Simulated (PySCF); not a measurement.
# Radial density of Be (beryllium, neutral)

BLYP, [He] 2s1 3s1, high-spin 3S determinant (an excited configuration). Computed with PySCF 2.14 in x2c-TZVPPall with one added diffuse shell of s type (6s3p1d, 20 functions), with the spin-free X2C one-electron Hamiltonian (Gaussian nucleus).

```tsv
r (bohr)	4πr²ρ (e/bohr)	4πr²(ρα − ρβ)
0.00661	0.01852	0.0006
0.0111	0.05059	0.0017
0.0187	0.1337	0.0045
0.0314	0.3414	0.0114
0.0529	0.8127	0.0268
0.0889	1.730	0.0551
0.150	3.048	0.0900
0.252	3.946	0.0952
0.423	3.101	0.0316
0.712	1.124	0.0164
1.20	0.4207	0.3053
2.01	0.4993	0.4972
3.39	0.1695	0.1695
5.70	0.1675	0.1675
9.58	0.08870	0.0887
16.1	0.001783	0.0018
```

Densities and radii are taken from the X2C orbitals without a picture-change correction, which distorts them close to the nucleus.

The outer electron is Rydberg-like, and this basis confines it to a smaller radius and binds it less than a complete one would.
